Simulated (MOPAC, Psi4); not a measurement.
Intermolecular potential of H3N ··· H3ClSi (SMILES N and [SiH3]Cl), singlet. Monomers: optimised at B3LYP-D3(BJ) (def2-TZVP), held rigid. Orientation: lowest of the rigid-body minima from ten starts at GFN2-xTB. R is the distance of the centres of mass, along which the second monomer moves.

Levels of theory: HF/aug-cc-pVDZ, counterpoise-corrected (Psi4); AM1, restricted, heats of formation (MOPAC); SAPT0/jun-cc-pVDZ, frozen core (Psi4).

Interaction energies in kJ/mol:

```json
[
 {"R / Å": "2.36", "HF/aug-cc-pVDZ": "83.08", "AM1": "33.68"},
 {"R / Å": "2.60", "HF/aug-cc-pVDZ": "38.19", "AM1": "1.22"},
 {"R / Å": "2.83", "HF/aug-cc-pVDZ": "15.28", "AM1": "-2.77"},
 {"R / Å": "2.99", "HF/aug-cc-pVDZ": "6.28", "AM1": "-0.83"},
 {"R / Å": "3.17", "HF/aug-cc-pVDZ": "0.37", "AM1": "-0.10"},
 {"R / Å": "3.41", "HF/aug-cc-pVDZ": "-3.36", "AM1": "-1.98"},
 {"R / Å": "3.72", "HF/aug-cc-pVDZ": "-4.62", "AM1": "-3.57"},
 {"R / Å": "3.98", "HF/aug-cc-pVDZ": "-4.40", "AM1": "-3.21"},
 {"R / Å": "4.51", "HF/aug-cc-pVDZ": "-3.16", "AM1": "-2.13"},
 {"R / Å": "5.18", "HF/aug-cc-pVDZ": "-1.89", "AM1": "-1.37"},
 {"R / Å": "6.15", "HF/aug-cc-pVDZ": "-0.97", "AM1": "-0.78"},
 {"R / Å": "7.53", "HF/aug-cc-pVDZ": "-0.46", "AM1": "-0.40"}
]
```

Q: What does SAPT0/jun-cc-pVDZ give at the same points?

A: 2.36: 44.53; 2.60: 12.63; 2.83: -2.17; 2.99: -7.18; 3.17: -9.74; 3.41: -10.32; 3.72: -9.00; 3.98: -7.43; 4.51: -4.67; 5.18: -2.62; 6.15: -1.29; 7.53: -0.59 (kJ/mol).
